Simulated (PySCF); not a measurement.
1,1,1-trifluoropropane (C3H5F3), SMILES FC(CC)(F)F.

Geometry: TPSSh-D3(BJ)/def2-SVP.

The numbers are results of r2SCAN/def2-TZVP (PySCF), not measurements.

Gas-phase values at a fixed geometry.

```yaml
total_energy: -416.86823 hartree
point_group: Cs
highest_occupied_level: -9.00 eV
lowest_empty_level: 1.18 eV
orbital_gap: 10.18 eV
dipole_moment: 2.35 D
quadrupole, principal values (traceless, Buckingham form, about the centre of nuclear charge): -1.06, -0.65, 1.71 D·Å
mean_static_polarisability: 39.4 bohr³ (5.84 Å³)
polarisability_principal_values: 37.4, 38.2, 42.7 bohr³
```
